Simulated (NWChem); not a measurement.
Everything below was run with NWChem. System: CH2I, charge 0, spin multiplicity 2, at a geometry optimised with UPBE/def2-SVP with def2 effective core potentials on I. The structure started from a generated list of species. Its SCF solution wasn't tested for a lower state. Level: UHF/def2-TZVP with def2 effective core potentials on I.

NWChem printed:

```
             Northwest Computational Chemistry Package (NWChem) 7.3.0
             --------------------------------------------------------

                                NWChem Input Module
                                -------------------

 Scaling coordinates for geometry "geometry" by  1.889725989
 (inverse scale =  0.529177249)

 Turning off AUTOSYM since
 SYMMETRY directive was detected!

                             Geometry "geometry" -> ""
                             -------------------------

 Output coordinates in angstroms (scale by  1.889725989 to convert to a.u.)

  No.       Tag          Charge          X              Y              Z
 ---- ---------------- ---------- -------------- -------------- --------------
    1 C                    6.0000     0.00000000     0.00000000    -1.77085000
    2 I                   53.0000     0.00000000     0.00000000     0.28687600
    3 H                    1.0000    -0.96734500     0.00000000    -2.28967600
    4 H                    1.0000     0.96734500     0.00000000    -2.28967600

 Effective nuclear repulsion energy (a.u.)     108.2186603134

            Nuclear Dipole moment (a.u.)
            ----------------------------
        X                 Y               Z
 ---------------- ---------------- ----------------
     0.0000000000     0.0000000000    -0.0000453534

      Symmetry information
      --------------------

 Group name             C2v
 Group number             16
 Group order               4
 No. of unique centers     3

      Symmetry unique atoms

     1    2    3


 Summary of "ao basis" -> "" (spherical)
 ------------------------------------------------------------------------------
       Tag                 Description            Shells   Functions and Types
 ---------------- ------------------------------  ------  ---------------------
 *                         def2-tzvp                  on all atoms

 Summary of "ao basis" -> "ao basis" (spherical)
 ------------------------------------------------------------------------------
       Tag                 Description            Shells   Functions and Types
 ---------------- ------------------------------  ------  ---------------------
 C                         def2-tzvp                11       31   5s3p2d1f
 I                         def2-tzvp                16       50   6s5p3d2f
 H                         def2-tzvp                 4        6   3s1p

                                 NWChem SCF Module
[...]
   Bfn.  Coefficient  Atom+Function         Bfn.  Coefficient  Atom+Function
  ----- ------------  ---------------      ----- ------------  ---------------
     5      1.831472  1 C  s                 52      1.187633  2 I  pz
    37     -1.063865  2 I  s                 84     -0.637658  3 H  s
    90     -0.637658  4 H  s                 14      0.539245  1 C  pz
     4      0.211522  1 C  s                 11      0.199617  1 C  pz
    49      0.181023  2 I  pz                34      0.172654  2 I  s

 Vector   19  Occ=0.000000D+00  E= 1.856462D-01  Symmetry=a1
              MO Center= -1.9D-15, -7.2D-16, -1.3D+00, r^2= 7.7D+00
   Bfn.  Coefficient  Atom+Function         Bfn.  Coefficient  Atom+Function
  ----- ------------  ---------------      ----- ------------  ---------------
    84      2.025833  3 H  s                 90      2.025833  4 H  s
    14      1.524210  1 C  pz                 5     -1.415810  1 C  s
    52      1.071977  2 I  pz                37     -1.003422  2 I  s
    83     -0.286061  3 H  s                 89     -0.286061  4 H  s
    65     -0.180199  2 I  d  0

 center of mass
 --------------
 x =   0.00000000 y =   0.00000000 z =   0.14133505

 moments of inertia (a.u.)
 ------------------
         206.598845227792           0.000000000000           0.000000000000
           0.000000000000         213.334434194599           0.000000000000
           0.000000000000           0.000000000000           6.735588966808

  Mulliken analysis of the total density
  --------------------------------------

    Atom       Charge   Shell Charges
 -----------   ------   -------------------------------------------------------
    1 C    6     6.36   0.85  1.12  0.48  0.76  0.11  1.15  1.42  0.40  0.01  0.04  0.00
    2 I   25    24.96   0.19 -0.77  1.58  1.01  1.09  0.81 -0.49  6.44  1.34  2.72  0.97  9.23  0.77  0.06  0.01  0.00
    3 H    1     0.84   0.25  0.48  0.08  0.02
    4 H    1     0.84   0.25  0.48  0.08  0.02

  Mulliken analysis of the alpha density
  --------------------------------------

    Atom       Charge   Shell Charges
 -----------   ------   -------------------------------------------------------
    1 C    6     3.79   0.43  0.56  0.26  0.41  0.07  0.78  0.97  0.29  0.00  0.02  0.00
    2 I   25    12.45   0.09 -0.38  0.79  0.50  0.55  0.40 -0.24  3.22  0.66  1.33  0.48  4.62  0.39  0.04  0.01  0.00
    3 H    1     0.38   0.12  0.21  0.03  0.01
    4 H    1     0.38   0.12  0.21  0.03  0.01

   Mulliken analysis of the beta density
   -------------------------------------

    Atom       Charge   Shell Charges
 -----------   ------   -------------------------------------------------------
    1 C    6     2.56   0.43  0.56  0.22  0.34  0.05  0.37  0.45  0.11  0.01  0.02  0.00
    2 I   25    12.51   0.09 -0.38  0.79  0.50  0.54  0.41 -0.25  3.22  0.68  1.38  0.49  4.61  0.38  0.02  0.01  0.00
    3 H    1     0.46   0.14  0.27  0.05  0.01
    4 H    1     0.46   0.14  0.27  0.05  0.01

   Mulliken analysis of the spin density
   -------------------------------------

    Atom       Charge   Shell Charges
 -----------   ------   -------------------------------------------------------
    1 C    6     1.23   0.00 -0.00  0.04  0.07  0.02  0.41  0.52  0.17 -0.00 -0.00 -0.00
    2 I   25    -0.06   0.00 -0.00  0.00  0.00  0.00 -0.01  0.00 -0.00 -0.01 -0.05 -0.01  0.00  0.00  0.01  0.00  0.00
    3 H    1    -0.08  -0.02 -0.05 -0.02  0.01
    4 H    1    -0.08  -0.02 -0.05 -0.02  0.01

       Multipole analysis of the density wrt the origin
       ------------------------------------------------

     L   x y z        total         alpha         beta         nuclear
     -   - - -        -----         -----         ----         -------
     0   0 0 0     -0.000000    -17.000000    -16.000000     33.000000

     1   1 0 0     -0.000000     -0.000000     -0.000000      0.000000
     1   0 1 0      0.000000      0.000000     -0.000000      0.000000
     1   0 0 1     -0.482295      8.947865      5.749162    -15.179322

     2   2 0 0    -24.958372    -15.966449    -15.675216      6.683292
     2   1 1 0      0.000000     -0.000000      0.000000      0.000000
     2   1 0 1      0.000000      0.000000      0.000000      0.000000
     2   0 2 0    -26.495288    -14.458838    -12.036450      0.000000
     2   0 1 1      0.000000     -0.000000      0.000000      0.000000
     2   0 0 2    -21.718303    -72.607662    -61.092564    111.981923

 Task  times  cpu:        2.4s     wall:        2.4s

 Total times  cpu:        2.5s     wall:        2.5s
```

### Question
Write an NWChem input that would produce this output.

### Answer
This is not unique; one that fits is 
```
start mol
memory heap 200 mb stack 900 mb global 1100 mb
geometry units angstroms nocenter noautoz
  C      0.000000     0.000000    -1.770850
  I      0.000000     0.000000     0.286876
  H     -0.967345     0.000000    -2.289676
  H      0.967345     0.000000    -2.289676
  symmetry group C2v
end
basis spherical
  * library def2-tzvp
end
ecp
  I library def2-ecp
end
scf
  uhf
  nopen 1
  maxiter 100
  thresh 1e-7
  semidirect memsize 60000000 filesize 0
  # guess.movecs holds the orbitals of an unrestricted PBE0 run
  vectors input guess.movecs output mol.movecs
end
task scf energy
```
